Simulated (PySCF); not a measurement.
Gas-phase reaction: SiF4.NH3 + 3 H2SiNH + 4 SiH2F2 = 2 Si2H6 + 4 SiF3NH2

Energies from PySCF, thermal terms from the rigid-rotor harmonic-oscillator model, ideal gas at 1 bar. † marks an energy on the PBE0/def2-TZVP geometry and frequencies; other levels use their own. MP2 freezes the core. 6-31G* has spherical d functions here. All species are closed-shell singlets. B3LYP is the form with VWN-RPA correlation. Adducts (SiF4.NH3) have no counterpoise correction, and HF, PBE, BLYP, B3LYP and PBE0 lack dispersion. SiF4.NH3, H2SiNH, SiF3NH2: computed as isolated molecules; such fragments, hydroxides, amides, oligomers or adducts are transient or little studied in the gas. MP2 isn't extrapolated to the basis-set limit; its ΔH°(298 K) is -774.5 kJ in def2-SVP and -796.7 kJ in def2-TZVPP. The harmonic model lacks anharmonicity and excited electronic states, which grow with temperature; levels with a mode under 35 cm⁻¹ are left out. Internal rotation in SiF4.NH3, Si2H6, SiF3NH2 is treated as a harmonic vibration of one conformer, which makes the entropy rough.

```csv
level,"ΔE electronic, kJ","ΔH°(298 K), kJ","ΔS°(298 K), J/K","ΔG°(2000 K), kJ"
B3LYP/def2-TZVP†,-796,-775,-272,-312
BLYP/def2-TZVP†,-716,-695,-272,-232
HF/6-31G*,-908,-894,-270,-441
MP2/def2-SVP†,-795,-774,-272,-312
PBE0/def2-QZVP†,-883,-862,-272,-399
r2SCAN/def2-TZVP†,-860,-839,-272,-376
LDA/def2-TZVP†,-908,-887,-272,-424
```
ΔH° is lowest at HF/6-31G* and highest at BLYP/def2-TZVP†. No reference value is set beside these.
